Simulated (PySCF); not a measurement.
# CaF⁺: frontier orbitals

RHF at R = 1.878 Å; Ca pcseg-1, F pcseg-1; no relativity (PySCF 2.14). State: ¹Σ⁺ (singlet), closed shell. Only the outer orbitals are listed, counted within each symmetry.

```tsv
orbital	occ.	ε (eV)	on Ca (%)	main shells (%)
6σ	2	-45.89	29	69 F s, 29 Ca p
2π	2	-42.50	100	100 Ca p
2π	2	-42.50	100	100 Ca p
7σ	2	-41.04	71	70 Ca p, 29 F s
8σ	2	-19.95	6	93 F p
3π	2	-19.70	5	95 F p
3π	2	-19.70	5	95 F p
9σ	0	-5.36	100	84 Ca s, 15 Ca p
4π	0	-2.88	100	82 Ca p, 18 Ca d
4π	0	-2.88	100	82 Ca p, 18 Ca d
```

Problem. Which are the highest filled and the lowest empty level, where do they sit, and how wide is the gap?

Solution. Highest filled 3π at -19.70 eV (in %: 95 F p); lowest empty 9σ at -5.36 eV (in %: 84 Ca s, 15 Ca p); the gap at RHF is 14.34 eV.

```
bond order (Mayer)                                                                                                : 0.55
⟨S²⟩                                                                                                              : 0.000
charge on Ca (Mulliken, basis-dependent)                                                                          : 1.69
charge on Ca (Löwdin, basis-dependent)                                                                            : 1.48
dipole moment (positive dipole points towards F; it is taken about the centre of mass and depends on that origin) : -9.47 D
polarisability along the bond                                                                                     : 11.4 bohr³
polarisability across the bond                                                                                    : 6.2 bohr³
```
